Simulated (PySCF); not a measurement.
# B: excitation energy

B [He] 2s2 2p1 (2P) → B [He] 2s1 2p1 3s1 (4P), as a difference of total energies. All numbers are calculated (PySCF 2.14, scalar relativity by spin-free X2C-1e, in aug-cc-pCVTZ-DK (7s6p4d2f, 59 functions)). Correlated levels: valence and next inner shell: nothing frozen. The calculations carry no spin-orbit coupling.

```tsv
method	excitation energy (eV)
UHF	8.078
MP2 (valence and next inner shell)	9.166
SCS-MP2 (valence and next inner shell)	9.440
CCSD (valence and next inner shell)	9.580
CCSD(T) (valence and next inner shell)	9.623
```

Task: How much does correlation contribute at CCSD(T) (valence and next inner shell)?

Result: 9.623 − (8.078) = 1.545 eV, measured against UHF.

The upper state lies above the first ionisation limit, but in LS coupling its spin forbids autoionisation to the ground ion. A Rydberg-like electron needs more diffuse functions than a valence basis has.

The promoted electron is Rydberg-like, and one or two diffuse shells describe it only roughly, which tends to raise the upper state.
